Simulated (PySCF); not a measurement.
C9H9Br.
Bonds: Br1–C2, C2–C3 (aromatic), C3–C4 (aromatic), C4–C5 (aromatic), C5–C6, C6–C7, C7–C8, C5–C9 (aromatic), C9–C10 (aromatic), C2–C10 (aromatic), C6–C8. Hydrogens: H11 on C3; H12 on C4; H13 on C6; H14, H15 on C7; H16, H17 on C8; H18 on C9; H19 on C10.

Theory: PySCF 2.14.0, PBE0-D3(BJ)/def2-SVP geometry optimisation, gas phase.

List the bond lengths, angles and torsions at this level.

| bond | length (Å) |
| --- | --- |
| Br1–C2 | 1.888 |
| C2–C3, C2–C10 | 1.393 |
| C3–C4, C9–C10 | 1.392 |
| C4–C5, C5–C9 | 1.401 |
| C5–C6 | 1.485 |
| C6–C7, C6–C8 | 1.508 |
| C7–C8 | 1.491 |
| C3–H11, C10–H19 | 1.091 |
| C4–H12, C9–H18 | 1.093 |
| C6–H13 | 1.094 |
| C7–H14, C8–H17 | 1.093 |
| C7–H15, C8–H16 | 1.094 |

Bonds in one row agree within 0.01 Å and their mean is given. A selection of angles:
| angle | degrees |
| --- | --- |
| Br1–C2–C3 | 119.8 |
| C3–C2–C10 | 120.5 |
| C2–C3–C4 | 119.3 |
| C2–C3–H11 | 120.2 |
| C4–C3–H11 | 120.6 |
| C3–C4–C5 | 121.6 |
| C3–C4–H12 | 119.1 |
| C5–C4–H12 | 119.3 |
| C4–C5–C6 | 119.8 |
| C4–C5–C9 | 117.8 |
| C6–C5–C9 | 122.4 |
| C5–C6–C7 | 121.3 |
| C5–C6–H13 | 113.4 |
| C7–C6–C8 | 59.3 |
| C7–C6–H13 | 115.7 |
| C6–C7–C8 | 60.4 |
| C6–C7–H14 | 117.8 |
| C6–C7–H15 | 117.1 |
| C8–C7–H14 | 118.7 |
| C8–C7–H15 | 118.5 |
| H14–C7–H15 | 114.1 |
| C10–C9–H18 | 118.4 |

Dihedral angles: C4–C5–C6–C7 -144° (anticlinal); C5–C6–C7–C8 -110° (anticlinal); C5–C6–C8–C7 110° (anticlinal).

The 6-membered ring C2–C3–C4–C5–C9–C10 has internal angles of 117.8° to 121.6° (sum 720°, against 720° for a flat polygon); it is planar, 0.00 Å rms from its mean plane, widest ring torsion 0°. The 3-membered ring C6–C7–C8 has internal angles of 59.3° to 60.4°. Of the pairs four or more bonds apart, H16···H18 is among the closest relative to their van der Waals radii: 2.34 Å, 97 % of the sum of Bondi's values. The C–C distances run from 1.391 Å (C9–C10, aromatic) to 1.508 Å (C6–C7, drawn single), a spread of 0.117 Å.

Point group: Cs (tolerance 0.08 Å). Whether it is a minimum is left open (no frequencies). One conformer, not necessarily the lowest.

The run took about 2.4 min of CPU time (one thread, shared machine). This is the geometry optimisation.
